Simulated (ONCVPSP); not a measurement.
Building the ONCV potential for scandium (Sc) (PBE, scalar-relativistic).

```json
{
 "Element": "Sc (Z = 21)",
 "Generator": "ONCVPSP 4.0.1",
 "Type": "optimised norm-conserving Vanderbilt (ONCV)",
 "Functional": "PBE",
 "Relativity": "scalar-relativistic",
 "Frozen core": "[Ne]",
 "Valence charge": "11",
 "Reference configuration": "3s2 3p6 3d1.5 4s1.5",
 "Partial waves": "3s+4s: rc 2.00 bohr, ncon 3, nbas 7, qcut 5.2 1/bohr, 2 projectors; 3p: rc 1.70 bohr, ncon 4, nbas 7, qcut 7.3 1/bohr, 2 projectors, debl 2.3 Ha; 3d: rc 1.65 bohr, ncon 5, nbas 9, qcut 10.3 1/bohr, 2 projectors, debl 1.7 Ha; f scattering state at 0.37 Ha: rc 2.15 bohr, ncon 3, nbas 7, qcut 5.8 1/bohr, 2 projectors, debl 1.5 Ha",
 "Local potential": "polynomial inside 1.15 bohr (lpopt 5, dvloc0 6 Ha)",
 "Core correction": "Teter function, fcfact 3.25, rcfact 1.45"
}
```

All-electron outer shells of the reference configuration (PBE, scalar-relativistic, ld1.x):

```csv
shell,level (eV),outermost node (bohr),outermost maximum (bohr)
2p,-386.31,–,0.23
3s,-53.32,0.42,0.93
3p,-32.00,0.39,0.97
4s,-3.80,1.34,3.22
3d,-2.08,–,1.13
```

Q: Estimate the cutoffs (Ha) at which the residual kinetic energy of the hardest occupied pseudo-wave falls to 1 and 0.1 mHa per electron.

A: 36 Ha and 42 Ha.

Q: Does the potential have ghost states?

A: No bound ghost flagged; no localised positive-energy state flagged.

Q: Which valence shell sets the plane-wave cutoff?

A: 3d: 36 Ha for 1 mHa per electron, against 17 Ha for 3p.

Q: Tests: 3s2 3p6 3d1 4s2; 3s2 3p6 3d1 4s1; 3s2 3p6 3d1 4s0; 3s2 3p5 3d1 4s2. Which has the largest error in its energy relative to the reference configuration, and how large is it?

A: 3s2 3p5 3d1 4s2, with +17 meV (all-electron minus pseudo) on +39.50 eV.
